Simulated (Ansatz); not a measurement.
Consider the ligand exchange at a B–C bond: `FBC[SiH3]` + `C[Si](C)(C)O` → `C[Si](C)(C)OBF` + `C[SiH3]`.

Calculated with Ansatz (gas phase, PBE0-D4/def2-TZVP geometries, no zero-point term in ΔE). CCSD(T)/CBS adds triple-zeta CCSD(T) − MP2 to the extrapolated MP2 energy (def2 sets, frozen cores). This one scheme is used for every species. DFT in def2-TZVPP. B3LYP here is the variant with VWN-RPA as its local correlation; programs differ in this. Each species was taken in one conformer, which may not be the lowest.

CCSD(T)/CBS gives -136.7 kJ/mol.

Problem. Another level gave -135.4 kJ/mol. Which?
A. BHLYP/def2-TZVPP
B. B3LYP/def2-TZVPP
C. PBE/def2-TZVPP
D. PBE-QIDH/def2-TZVPP

Solution. D. PBE-QIDH -135.4, BHLYP -144.4, B3LYP -139.9, PBE -129.3 kJ/mol.

Largest T1 diagnostic among the species: 0.012.

From BLYP to BHLYP (50 % exact exchange), in def2-TZVPP and without D4, ΔE moves by −6.6 kJ/mol. At CCSD(T), def2-SVP lies −19.6 kJ/mol from the extrapolated value and def2-TZVPP −1.1 kJ/mol.
